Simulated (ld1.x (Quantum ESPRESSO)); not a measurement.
**Mn (Z = 25): variants of one TM semilocal potential**

Base potential:

- Element: Mn
- Generator: ld1.x (Quantum ESPRESSO) 7.5
- Type: norm-conserving Troullier–Martins (semilocal form)
- Functional: PBEsol
- Relativity: scalar-relativistic
- Frozen core: [Ne]
- Valence charge: 15
- Reference configuration: 3s2 3p6 3d5 4s2 4p0
- Partial waves: 3s (bound): rc 1.05 bohr; 3p (bound): rc 0.80 bohr; 4f channel at -0.05 Ry: rc 1.25 bohr; 3d (bound): rc 1.45 bohr
- Local potential: the d channel
- Core correction: a·sin(br)/r model core inside 0.70 bohr

Occupied shells without a wave of their own: 4s. They enter only through the test configuration that unscreens the potential, and ld1.x also counts them in the model core charge.

All-electron outer shells of the reference configuration (PBEsol, scalar-relativistic, ld1.x):

```json
{"shell": "2s", "level (eV)": "-743.11", "outermost node (bohr)": "0.08", "outermost maximum (bohr)": "0.23"}
{"shell": "2p", "level (eV)": "-629.76", "outermost node (bohr)": "–", "outermost maximum (bohr)": "0.19"}
{"shell": "3s", "level (eV)": "-85.64", "outermost node (bohr)": "0.34", "outermost maximum (bohr)": "0.74"}
{"shell": "3p", "level (eV)": "-54.48", "outermost node (bohr)": "0.31", "outermost maximum (bohr)": "0.75"}
{"shell": "3d", "level (eV)": "-6.79", "outermost node (bohr)": "–", "outermost maximum (bohr)": "0.76"}
{"shell": "4s", "level (eV)": "-5.12", "outermost node (bohr)": "1.05", "outermost maximum (bohr)": "2.51"}
{"shell": "4p", "level (eV)": "-1.35", "outermost node (bohr)": "1.16", "outermost maximum (bohr)": "3.38"}
```

Cutoffs, loose and tight: the cutoffs (Ry, on a coarse ladder) from which the occupation-weighted sum of valence levels, in a spherical-Bessel basis at the reference potential, stays within 10 and 1 mRy of its value at 400 Ry. They do not see the model core or the augmentation charge, which bear on the density cutoff. Test errors are all-electron minus pseudo excitation energies from the reference, over the configurations 3s2 3p6 3d5 4s1 4p0; 3s2 3p6 3d5 4s0 4p0; 3s2 3p6 3d4 4s0 4p0; 3s2 3p6 3d6 4s1 4p0; 3s2 3p6 3d4 4s2 4p0; 3s2 3p6 3d5.5 4s1.5 4p0; 3s2 3p6 3d6 4s0 4p0. A dash means not determined; rows that change the core or the reference have their own tests.

With those shells counted twice in exchange and correlation these files are broken, and their errors move erratically; no question is asked of them.

Cutoffs are not given where the Bessel-basis levels miss the radial ones by over 6 mRy, ghosts where they miss by over 20 mRy; a channel whose overlap is not positive is not tested.

A semilocal file is local in each channel, so a ghost entry of none says nothing of the separable form that plane-wave codes build from it.

```tsv
change	outcome	cutoff, loose	cutoff, tight	bound ghosts	largest test error (meV)
base	generated, misses its reference levels by 0.17 eV	140 Ry	260 Ry	none	-2093
wave 3p (bound): rc 0.80 bohr becomes 3p (bound): rc 0.52 bohr	generated, misses its reference levels by 0.17 eV	–	–	not determined	-2089
wave 3p (bound): rc 0.80 bohr becomes 3p (bound): rc 0.64 bohr	generated, misses its reference levels by 0.17 eV	300 Ry	over 300 Ry	none	-2092
wave 3p (bound): rc 0.80 bohr becomes 3p (bound): rc 0.72 bohr	generated, misses its reference levels by 0.17 eV	180 Ry	300 Ry	none	-2093
wave 3p (bound): rc 0.80 bohr becomes 3p (bound): rc 0.82 bohr	generated, misses its reference levels by 0.17 eV	140 Ry	260 Ry	none	-2093
wave 3p (bound): rc 0.80 bohr becomes 3p (bound): rc 0.90 bohr	generated, misses its reference levels by 0.17 eV	140 Ry	230 Ry	none	-2093
wave 3p (bound): rc 0.80 bohr becomes 3p (bound): rc 0.98 bohr	generated, misses its reference levels by 0.17 eV	140 Ry	230 Ry	none	-2092
wave 3p (bound): rc 0.80 bohr becomes 3p (bound): rc 1.12 bohr	generated, misses its reference levels by 0.17 eV	140 Ry	230 Ry	none	-2091
wave 3p (bound): rc 0.80 bohr becomes 3p (bound): rc 1.18 bohr	generated, misses its reference levels by 0.17 eV	140 Ry	230 Ry	none	-2091
```

Reading the sweep of the p radius (base included, trends over the rows without a ghost): The loose cutoff falls from 300 Ry at 0.64 to 140 Ry at 1.18 bohr. A larger radius leaves more room for a smooth pseudo-wave, so fewer plane waves are needed; a smaller one forces it to follow the all-electron wave where it bends sharply. The median size of the test errors (rows with all tests solved) stays near 396.0 meV.
